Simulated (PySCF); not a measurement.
# Related systems: photoacid generator ion pair

All values: TDA CAM-B3LYP/def2-SVP, gas phase, PySCF SCF with an in-house response code, fitting set def2-universal-JFIT up to Ne and JKFIT beyond, grid level 1 (kernel 0), vertical, one conformer each, geometries GFN2-xTB; core orbitals frozen in the response, virtual orbitals above 1.5 Eh left out. The lowest 6 singlets were sought, and the brightest is taken among them. The runs took 4 to 50 CPU minutes each on shared server CPUs.

Some members have small gaps, where a closed-shell solution may not be the ground state. Spin-orbit coupling is left out, which matters for the heavier atoms here. The basis has no diffuse functions, so the polarisability comes out too low.

| system | formula | HOMO-LUMO gap / eV | S1 / eV | brightest singlet sought / eV | polarisability / bohr³ | f(S1) |
| --- | --- | --- | --- | --- | --- | --- |
| O=S(=O)([C-](S(=O)(=O)C(F)(F)F)S(=O)(=O)C(F)(F)F)C(F)(F)F.c1ccc([I+]c2ccccc2)cc1 | C16H10F9IO6S3 | 7.47 | 4.29 | 4.29 | 244 | 0.006 |
| O=S(=O)([O-])c1c(F)c(F)c(F)c(F)c1F.c1ccc([I+]c2ccccc2)cc1 | C18H10F5IO3S | 6.40 | 3.21 | 3.70 | 228 | 0.001 |
| c1ccc([B-](c2ccccc2)(c2ccccc2)c2ccccc2)cc1.c1ccc([I+]c2ccccc2)cc1 | C36H30BI | 2.45 | 0.82 | 1.80 | 416 | 0.003 |
| F[B-](F)(F)F.c1ccc([I+]c2ccccc2)cc1 | C12H10BF4I | 7.04 | 4.13 | 4.13 | 167 | 0.103 |
| O=S(=O)([O-])C(F)(F)F.c1ccc([I+]c2ccccc2)cc1 | C13H10F3IO3S | 6.45 | 3.34 | 3.75 | 186 | 0.001 |
| F[P@OH9-](F)(F)(F)(F)F.c1ccc([I+]c2ccccc2)cc1 | C12H10F6IP | 7.07 | 4.22 | 4.26 | 172 | 0.011 |
| O=S(=O)([O-])C(F)(F)C(F)(F)C(F)(F)C(F)(F)C(F)(F)C(F)(F)C(F)(F)C(F)(F)F.c1ccc([I+]c2ccccc2)cc1 | C20H10F17IO3S | 6.54 | 3.55 | 3.89 | 248 | 0.008 |
